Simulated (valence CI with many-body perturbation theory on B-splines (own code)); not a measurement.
Values are calculated unless marked as measured or tabulated.
Energy levels of Yb⁵⁷⁺

Method: valence CI with perturbative core correlation (CI+MBPT): three valence electrons over a frozen Dirac-Fock core [Ne], a basis of 11 s, 11 p, 10 d, 8 f, 5 g, 2 h functions for each j, with the one-electron correlation potential Σ1 (screened to all orders), the two-electron term Σ2, the three-electron term Σ3, Breit, model QED; selected single and double excitations, second order for the rest, scaled by the run's own slope (own B-spline code, finite nucleus).

No measured spectrum was set against this ion. As an estimate, large intervals hold to a few tenths of a per cent, small ones and those within an open d or f shell to about a per cent.

Levels 46 to 90 of 157, with energies above the lowest level, (3s^2 3p1/2) J=1/2. "Leading %" is the weight of the configuration and term that name the level; weights of strongly mixed levels are sums over their largest components and can fall short, so below about 35 % the name and the second component can differ from the true leading terms, or belong to a minority configuration. In the jj column 3d3/2^4 stands for four electrons in 3d with j = 3/2.

| No. | Configuration | Term | J | E (Ry) | Leading % | Second component | Leading jj | g |
| --- | --- | --- | --- | --- | --- | --- | --- | --- |
| 46 | 3p²3d | ²D | 3/2 | 79.42 | 36 | 23 % 3p²3d ²P | 3p1/2 3p3/2 3d3/2 (85 %) | 1.101 |
| 47 | 3p²3d | ²D | 5/2 | 79.50 | 30 | 22 % 3p²3d ⁴F | 3p1/2 3p3/2 3d3/2 (84 %) | 1.147 |
| 48 | 3p²3d | ⁴P | 1/2 | 79.74 | 33 | 31 % 3p²3d ²P | 3p1/2 3p3/2 3d3/2 (87 %) | 1.688 |
| 49 | 3s3d² | ⁴F | 3/2 | 81.51 | 76 | 13 % 3s3d² ²D | 3s 3d3/2^2 (84 %) | 0.537 |
| 50 | 3p²3d | ⁴D | 7/2 | 81.92 | 47 | 34 % 3p²3d ⁴F | 3p1/2 3p3/2 3d5/2 (98 %) | 1.296 |
| 51 | 3s3d² | ⁴F | 5/2 | 82.35 | 47 | 21 % 3s3d² ²D | 3s 3d3/2^2 (71 %) | 1.069 |
| 52 | 3p²3d | ²G | 9/2 | 82.48 | 59 | 34 % 3p²3d ⁴F | 3p1/2 3p3/2 3d5/2 (92 %) | 1.176 |
| 53 | 3p²3d | ²P | 3/2 | 82.72 | 50 | 22 % 3p²3d ⁴P | 3p1/2 3p3/2 3d5/2 (94 %) | 1.337 |
| 54 | 3p²3d | ²D | 5/2 | 83.07 | 39 | 24 % 3p²3d ⁴D | 3p1/2 3p3/2 3d5/2 (82 %) | 1.124 |
| 55 | 3s3d² | ⁴P | 1/2 | 83.73 | 64 | 22 % 3s3d² ²S | 3s 3d3/2^2 (82 %) | 2.310 |
| 56 | 3p²3d | ²F | 7/2 | 83.87 | 49 | 18 % 3p²3d ⁴F | 3p1/2 3p3/2 3d5/2 (80 %) | 1.115 |
| 57 | 3p²3d | ⁴P | 5/2 | 84.05 | 38 | 24 % 3p²3d ²F | 3p1/2 3p3/2 3d5/2 (91 %) | 1.239 |
| 58 | 3p²3d | ²P | 1/2 | 84.76 | 45 | 36 % 3p²3d ²S | 3p1/2 3p3/2 3d5/2 (86 %) | 1.224 |
| 59 | 3p²3d | ²D | 3/2 | 84.98 | 60 | 13 % 3p²3d ⁴D | 3p1/2 3p3/2 3d5/2 (92 %) | 0.931 |
| 60 | 3s3d² | ⁴F | 7/2 | 86.02 | 85 | 4 % 3p²3d ²F | 3s 3d3/2 3d5/2 (84 %) | 1.205 |
| 61 | 3p³ | ²P° | 3/2 | 86.08 | 50 | 28 % 3p³ ²D° | 3p3/2^3 (97 %) | 1.289 |
| 62 | 3s3d² | ⁴F | 5/2 | 86.29 | 40 | 28 % 3s3d² ⁴P | 3s 3d3/2 3d5/2 (93 %) | 1.202 |
| 63 | 3s3d² | ⁴P | 3/2 | 86.67 | 85 | 9 % 3s3d² ²D | 3s 3d3/2 3d5/2 (98 %) | 1.568 |
| 64 | 3s3d² | ²G | 9/2 | 87.14 | 51 | 43 % 3s3d² ⁴F | 3s 3d3/2 3d5/2 (86 %) | 1.202 |
| 65 | 3s3d² | ²F | 5/2 | 87.73 | 51 | 30 % 3s3d² ⁴P | 3s 3d3/2 3d5/2 (83 %) | 1.117 |
| 66 | 3s3d² | ²G | 7/2 | 87.74 | 74 | 20 % 3s3d² ²F | 3s 3d3/2 3d5/2 (94 %) | 0.950 |
| 67 | 3s3d² | ²D | 3/2 | 88.02 | 39 | 31 % 3s3d² ²P | 3s 3d3/2 3d5/2 (82 %) | 1.056 |
| 68 | 3s3d² | ²P | 1/2 | 88.72 | 58 | 20 % 3s3d² ⁴P | 3s 3d3/2 3d5/2 (78 %) | 1.181 |
| 69 | 3s3d² | ⁴F | 9/2 | 90.80 | 57 | 42 % 3s3d² ²G | 3s 3d5/2^2 (92 %) | 1.229 |
| 70 | 3p3d² | ⁴G° | 5/2 | 91.25 | 54 | 35 % 3p3d² ²F° | 3p1/2 3d3/2^2 (99 %) | 0.730 |
| 71 | 3s3d² | ²D | 5/2 | 91.76 | 52 | 36 % 3s3d² ⁴P | 3s 3d5/2^2 (96 %) | 1.304 |
| 72 | 3s3d² | ²F | 7/2 | 92.29 | 63 | 20 % 3s3d² ²G | 3s 3d5/2^2 (89 %) | 1.102 |
| 73 | 3s3d² | ²P | 3/2 | 92.75 | 54 | 32 % 3s3d² ²D | 3s 3d5/2^2 (88 %) | 1.132 |
| 74 | 3s3d² | ²S | 1/2 | 94.02 | 67 | 14 % 3s3d² ²P | 3s 3d5/2^2 (92 %) | 1.827 |
| 75 | 3p3d² | ²D° | 3/2 | 94.12 | 40 | 38 % 3p3d² ⁴F° | 3p1/2 3d3/2^2 (98 %) | 0.750 |
| 76 | 3p3d² | ²P° | 1/2 | 94.14 | 42 | 42 % 3p3d² ⁴D° | 3p1/2 3d3/2^2 (98 %) | 0.647 |
| 77 | 3p3d² | ⁴G° | 7/2 | 96.49 | 59 | 13 % 3p3d² ²G° | 3p1/2 3d3/2 3d5/2 (99 %) | 1.006 |
| 78 | 3p3d² | ²D° | 5/2 | 96.77 | 25 | 22 % 3p3d² ⁴F° | 3p1/2 3d3/2 3d5/2 (99 %) | 1.057 |
| 79 | 3p3d² | ⁴D° | 3/2 | 97.25 | 42 | 22 % 3p3d² ²D° | 3p1/2 3d3/2 3d5/2 (99 %) | 1.157 |
| 80 | 3p3d² | ⁴P° | 1/2 | 97.43 | 49 | 28 % 3p3d² ⁴D° | 3p1/2 3d3/2 3d5/2 (100 %) | 1.762 |
| 81 | 3p3d² | ²H° | 9/2 | 97.60 | 50 | 32 % 3p3d² ²G° | 3p1/2 3d3/2 3d5/2 (99 %) | 1.021 |
| 82 | 3p3d² | ⁴D° | 5/2 | 99.08 | 28 | 19 % 3p3d² ⁴F° | 3p1/2 3d3/2 3d5/2 (98 %) | 1.138 |
| 83 | 3p²3d | ²D | 3/2 | 99.21 | 36 | 24 % 3p²3d ⁴P | 3p3/2^2 3d3/2 (98 %) | 1.125 |
| 84 | 3p3d² | ²F° | 7/2 | 99.45 | 43 | 27 % 3p3d² ²G° | 3p1/2 3d3/2 3d5/2 (96 %) | 1.122 |
| 85 | 3p²3d | ⁴D | 5/2 | 99.72 | 26 | 22 % 3p²3d ²F | 3p3/2^2 3d3/2 (93 %) | 1.174 |
| 86 | 3p3d² | ²P° | 3/2 | 99.81 | 30 | 26 % 3p3d² ⁴D° | 3p1/2 3d3/2 3d5/2 (98 %) | 1.348 |
| 87 | 3p²3d | ⁴P | 1/2 | 99.91 | 43 | 30 % 3p²3d ²P | 3p3/2^2 3d3/2 (95 %) | 1.566 |
| 88 | 3p²3d | ²F | 7/2 | 100.06 | 48 | 27 % 3p²3d ²G | 3p3/2^2 3d3/2 (97 %) | 1.094 |
| 89 | 3p²3d | ²D | 3/2 | 101.33 | 68 | 11 % 3p²3d ⁴D | 3p3/2^2 3d3/2 (96 %) | 0.873 |
| 90 | 3p3d² | ⁴D° | 7/2 | 102.58 | 33 | 19 % 3p3d² ²F° | 3p1/2 3d5/2^2 (97 %) | 1.204 |
